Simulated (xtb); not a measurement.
C3H6BF, SMILES C(BF)C=C. All values are semi-empirical tight-binding results from xtb (GFN2-xTB unless named), good for trends rather than for accurate numbers. Geometry: GFN2-xTB. The structure was generated by enumeration, and PubChem lists no compound with its InChIKey, so it may never have been made. The values are those of a single conformer.

Estimate the properties. (Estimate from the structure and the level; the computed values follow.)


```yaml
orbital_gap: 4.11 eV
dipole_moment: 1.00 D
zero_point_energy: 52.0 kcal/mol
G − E(el) at 298.15 K (modified RRHO): 33.3 kcal/mol
static polarisability (D4 model): 51.3 bohr³
solvation energy, GFN2-xTB/ALPB(water): -1.4 kcal/mol
solvation energy, GFN2-xTB/ALPB(benzene): -4.0 kcal/mol
```

Computed IR lines (harmonic; lines under 4 % of the strongest left out, lines within 3 cm⁻¹ merged):
ν (cm⁻¹): 431 (w), 839 (s), 890 (w), 916 (w), 982 (w), 1048 (w), 1062 (w), 1164 (w), 1208 (m), 1287 (m), 1314 (vs), 1437 (w), 1719 (w), 2617 (m), 2910 (w), 2978 (w), 3058 (w), 3098 (w), 3126 (m) (against the strongest line: vs over 80 %, s over 45 %, m over 15 %, w over 4 %, vw less)
